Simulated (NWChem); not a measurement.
AsH, triplet; SMILES [AsH]

```xyz
2

As     0.0000     0.0000    -0.0528
H      0.0000     0.0000     1.4782
```
Atoms are numbered in this order, from 1.

All runs: NWChem. Spin-unrestricted. Structure relaxed at the PBE0-D3(BJ)/def2-TZVP, spin-unrestricted level. No stability test was run on the SCF state. B3LYP is NWChem's, with the RPA form of VWN correlation. Vzz is the largest principal value of the second derivative of the potential at the nucleus (NWChem prints the opposite sign); η is the asymmetry. Non-relativistic.

For level B3LYP/def2-TZVP:

Vzz As1 (a.u.): -1.247

Q: What are these values for level UHF/def2-TZVP?

A: 
- Vzz As1 (a.u.) = -1.152
